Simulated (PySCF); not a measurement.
C2H7AlClN, SMILES [CH3][Al]([Cl])[NH]C.

Geometry: B3LYP-D3(BJ)/def2-SVP. The structure was generated by enumeration; whether it is a known compound was not checked. One conformer was computed; it need not be the lowest.

Method: PBE/def2-TZVP (PySCF).

Symmetry labels are those of the subgroup Cs that the program uses (full group Cs).

List the valence orbital energies around the gap with their symmetry. (Estimate from the structure and the level; the computed values follow.)


```tsv
orbital	symmetry	energy (eV)
HOMO−7	A'	-9.81
HOMO−6	A"	-9.67
HOMO−5	A'	-9.29
HOMO−4	A'	-8.35
HOMO−3	A'	-7.71
HOMO−2	A"	-7.64
HOMO−1	A'	-7.10
HOMO	A"	-5.59
LUMO	A'	-0.80
LUMO+1	A"	-0.74
LUMO+2	A'	0.47
LUMO+3	A'	0.70
```
